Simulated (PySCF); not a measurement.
## How methods differ on the ionisation energy of Pd⁺

Pd⁺ [Kr] 4d9 (2D) → Pd²⁺ [Kr] 4d8 (3F), as a difference of total energies. Calculation: PySCF 2.14, in aug-cc-pwCVDZ-PP with ECP28MDF; scalar relativity through the core potential. Correlated levels: valence: 4s2 4p6 frozen. The calculations carry no spin-orbit coupling.

| method | ionisation energy (eV) |
| --- | --- |
| UHF | 17.343 |
| MP2 (valence) | 19.253 |
| SCS-MP2 (valence) | 19.123 |
| CCSD (valence) | 18.951 |
| CCSD(T) (valence) | 19.053 |

Q: How much does correlation contribute at CCSD(T) (valence)?

A: 19.053 − (17.343) = 1.710 eV, measured against UHF.

The reference lies between the lowest fine-structure levels, while these numbers refer to the centres of the terms.

Errors of the correlated levels include the incompleteness of this basis and the frozen core.

For comparison: 19.43 ± 0.12 eV (semi-empirical (NIST evaluation); NIST Atomic Spectra Database, ionization energies).
